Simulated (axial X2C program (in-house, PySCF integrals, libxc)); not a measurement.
Spin–orbit effects down a group: molecules with Tc (ions), PBE0

Computed with an axial X2C code built on PySCF integrals, spin-free (one-electron X2C) or two-component (2c: spin–orbit coupling with atomic mean-field Coulomb and Gaunt terms, which also bring small scalar terms), in Dyall basis sets with cores contracted in-house; open shells are unrestricted.

Basis sets: Br dyall-cv3z, Cl dyall-av3z, F dyall-av3z, Tc dyall-cv3z.

| molecule | spin-free state | Re (Å) | ωe (cm⁻¹) | De (eV) | 2c state | Re 2c (Å) | ωe 2c (cm⁻¹) | De 2c (eV) |
| --- | --- | --- | --- | --- | --- | --- | --- | --- |
| TcF⁺ | M_S = 5/2, Λ = 0 | 1.838 | 690.8 | 4.07 | Ω = 5/2 | 1.838 | 690.6 | 4.07 |
| TcCl⁺ | M_S = 5/2, Λ = 0 | 2.189 | 443.6 | 3.43 | Ω = 5/2 | 2.189 | 443.3 | 3.43 |
| TcBr⁺ | M_S = 5/2, Λ = 0 | 2.321 | 319.4 | 3.13 | Ω = 5/2 | 2.322 | 318.5 | 3.03 |

Q: Work out the shifts from the spin-free to the two-component result.

A: 

| molecule | 2c state | ΔRe (Å) | Δωe (cm⁻¹) | ΔDe (eV) |
| --- | --- | --- | --- | --- |
| TcF⁺ | Ω = 5/2 | 0.000 | -0.2 | 0.00 |
| TcCl⁺ | Ω = 5/2 | 0.000 | -0.3 | 0.00 |
| TcBr⁺ | Ω = 5/2 | 0.001 | -0.9 | -0.10 |

Shifts of one unit in the last digit are rounding.

Fragments in 2c: Tc+ + F, Tc+ + Cl, Tc+ + Br. Each entry is the lowest single determinant of a limited PBE0 search at one distance. De goes to single-determinant-based atoms at the same level (for ions the charge split of lowest energy) and is withheld (n/a) where an atom does not fit its ground term or J level. Main or longest-lived isotopes. One determinant is a doubtful description, or other states lie close, for TcF⁺, TcCl⁺, TcBr⁺; these need not be ground states, and all values refer to the states named. With several unpaired electrons the Ω given is that of one determinant, not necessarily of the lowest component. Some light 2c atoms are not at their ground J level, so De misses part of their lowering (0.04 eV or less). The functionals have no current term, which raises determinants with orbital currents.
